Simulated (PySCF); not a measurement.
## Dipole response of Fe⁺ (iron, charge +1)

[Ar] 3d6 4s1, high-spin 6D determinant. Calculation: PySCF 2.14, in x2c-TZVPPall with one added diffuse shell each of s, p, d, f type (7s6p5d3f1g, 80 functions); the spin-free X2C one-electron Hamiltonian (Gaussian nucleus). Coupled (time-dependent) response in atomic units; α is the mean over directions.

```csv
method,mean α (bohr³),"α xx, yy, zz",C₆ (like pair),S(−4)
UHF,34.71,"33.45, 33.45, 37.21",180.9,1124
PBE,24.93,"24.57, 24.57, 25.65",125.1,484.6
PBE0,26.78,"26.26, 26.26, 27.83",134.6,590.1
```

S(−4) is the Cauchy moment in α(ω) = α(0) + S(−4) ω² + …

α(iu) at PBE0:

```
u (hartree)  α(iu) (bohr³)
          0          26.78
     0.0500          25.40
      0.100          22.10
      0.200          15.11
      0.300          10.52
      0.500          6.106
      0.750          3.893
       1.00          2.829
       1.50          1.793
       2.00          1.283
       3.00         0.7727
       5.00         0.3735
```

A single London oscillator, α(iu) = α/(1 + u²/ω²), gives C₆ = (3/4) ω α². Matching the computed C₆ needs ω = 4 × 134.6 / (3 × 26.78²) = 0.250 hartree.

For an ion, C₆ is the dispersion term alone; charge-induced terms of lower order in 1/R come first.

The components differ because the open shell of this determinant is not spherical; for a pure term their mean is the scalar polarisability.
